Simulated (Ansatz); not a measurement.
Cost and result for the atomization energy of CH4AlB2Cl (`Cl[B]1B[CH2][AlH]1`) (9 atoms, 9 bonds).

Cartesian coordinates in Å:
```
Cl 1.132 -2.022 2.214
B 0.349 -0.928 1.141
B 0.537 0.662 0.640
C 0.267 0.733 -0.837
Al -1.103 -0.675 -0.362
H 0.475 1.651 1.317
H 0.273 1.627 -1.450
H 0.511 -0.161 -1.478
H -2.441 -0.887 -1.185
```

The species carries charge 0 and has multiplicity 1. All single points use the PBE0-D4/def2-TZVP geometry. Program: Ansatz. All runs use 2 threads of an INTEL XEON PLATINUM 8581C on a shared host. Times are those of one run each, without the atoms' runs, and a repeat can differ threefold. Electronic energies, without spin–orbit coupling; frozen cores. CCSD(T)/CBS adds CCSD(T) − MP2 in def2-TZVPP to the MP2 limit, and its time is that of the two runs behind it. T1 = 0.016. B3LYP takes the VWN-RPA correlation (the form of Gaussian; ORCA's B3LYP/G).

CCSD(T)/CBS is a level of theory with its own doubt, some kJ/mol a heavy atom from the limit and from the frozen cores, so smaller differences don't rank the functionals.

```json
{"level": "LDA (SPW92)/def2-TZVPP", "functions": "233", "wall time": "1.7 s", "atomization (kJ/mol)": "3530.2", "difference from CCSD(T)/CBS": "473.7", "per bond": "52.6"}
{"level": "revPBE-D4/def2-TZVPP", "functions": "233", "wall time": "2.4 s", "atomization (kJ/mol)": "3083.1", "difference from CCSD(T)/CBS": "26.6", "per bond": "3.0"}
{"level": "PBE0-D4/def2-TZVPP", "functions": "233", "wall time": "3.8 s", "atomization (kJ/mol)": "3121.3", "difference from CCSD(T)/CBS": "64.8", "per bond": "7.2"}
{"level": "BHLYP-D4/def2-TZVPP", "functions": "233", "wall time": "3.9 s", "atomization (kJ/mol)": "3002.7", "difference from CCSD(T)/CBS": "-53.8", "per bond": "-6.0"}
{"level": "CAM-B3LYP-D4/def2-TZVPP", "functions": "233", "wall time": "4.5 s", "atomization (kJ/mol)": "3077.2", "difference from CCSD(T)/CBS": "20.7", "per bond": "2.3"}
{"level": "r2SCAN-D4/def2-TZVPP (with forces)", "functions": "233", "wall time": "5.5 s", "atomization (kJ/mol)": "3132.5", "difference from CCSD(T)/CBS": "76.0", "per bond": "8.4"}
{"level": "B3LYP-D4/def2-TZVPP (with forces)", "functions": "233", "wall time": "6 s", "atomization (kJ/mol)": "3070.3", "difference from CCSD(T)/CBS": "13.8", "per bond": "1.5"}
{"level": "CCSD(T)/def2-SVP", "functions": "98", "wall time": "6 s", "atomization (kJ/mol)": "2926.0", "difference from CCSD(T)/CBS": "-130.5", "per bond": "-14.5"}
{"level": "B2PLYP/def2-TZVPP", "functions": "233", "wall time": "9 s", "atomization (kJ/mol)": "3039.2", "difference from CCSD(T)/CBS": "-17.3", "per bond": "-1.9"}
{"level": "PBE-QIDH/def2-TZVPP", "functions": "233", "wall time": "10 s", "atomization (kJ/mol)": "3094.9", "difference from CCSD(T)/CBS": "38.4", "per bond": "4.3"}
{"level": "MP2/def2-QZVPP", "functions": "431", "wall time": "28 s", "atomization (kJ/mol)": "3100.1", "difference from CCSD(T)/CBS": "43.6", "per bond": "4.8"}
{"level": "CCSD(T)/def2-TZVPP", "functions": "233", "wall time": "96 s", "atomization (kJ/mol)": "2983.9", "difference from CCSD(T)/CBS": "-72.6", "per bond": "-8.1"}
{"level": "CCSD(T)/CBS(def2)", "functions": "–", "wall time": "2.1 min", "atomization (kJ/mol)": "3056.5", "difference from CCSD(T)/CBS": "0.0", "per bond": "0.0"}
```

Leaving LDA and LC-ωPBE aside and taking each functional with its dispersion term where it has one, the values, not all of them listed here, spread over 159.9 kJ/mol, from BHLYP-D4 to PBE-D4. LDA lies +388.4 kJ/mol from PBE without D4, its usual overbinding. In def2-TZVPP, CCSD(T) changes the Hartree–Fock value by +661.0 kJ/mol (the triples alone add +55.1 kJ/mol) and MP2 by +734.5 kJ/mol; breaking electron pairs costs correlation energy, which Hartree–Fock lacks. From BLYP to BHLYP (50 % exact exchange), in def2-TZVPP and without D4, the atomization energy moves by −32.9 kJ/mol: exact exchange takes away binding that semilocal exchange gives to molecules.
